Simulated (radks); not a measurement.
Results of a calculation; reference values are marked as such.
Dy5+, configuration [Kr] 4d10 4f8 5s2 5p5. Code: a radial shooting solver on a logarithmic mesh with Libxc functionals. Model: Dirac Kohn-Sham, PBE, spin-unpolarised, spherical densities, finite nucleus; open shells fill j = l - 1/2 first; Fermi nuclear charge, rms radius 5.2218 fm.

Radial electron density D(r) = 4 pi r^2 rho(r):

r (bohr),D(r) (e/bohr)
0.00229,17.16
0.002624,20.84
0.003006,25.15
0.003472,30.44
0.003977,36.13
0.004557,42.49
0.005221,49.41
0.006029,57.19
0.006908,64.70
0.007914,72.02
0.009067,78.73
0.01047,84.65
0.012,88.63
0.01374,90.66
0.01575,90.62
0.01804,88.71
0.02083,85.38
0.02387,82.14
0.02735,80.25
0.03133,81.06
0.03618,85.80
0.04146,93.75
0.0475,103.5
0.05441,112.3
0.06284,117.2
0.072,115.6
0.08249,108.3
0.0945,98.28
0.1091,90.35
0.125,89.47
0.1433,95.11
0.1641,102.5
0.1895,104.1
0.2172,94.97
0.2488,77.17
0.285,58.49
0.3266,47.24
0.3771,46.50
0.4321,51.55
0.495,54.41
0.5672,50.55
0.655,40.34
0.7504,29.44
0.8597,20.96
0.985,15.72
1.138,12.37
1.303,9.729
1.493,6.974
1.711,4.331
1.976,2.167
2.263,0.9257
2.593,0.3197
2.971,0.08656
3.431,0.01597
3.931,0.002334
4.504,0.0002382

D(r) has 4 maxima, at r = 0.0147, 0.0649, 0.181, 0.491 bohr, and minima at 0.0282, 0.118, 0.354 bohr, inside which lie 2.01, 11.12, 29.47 electrons.
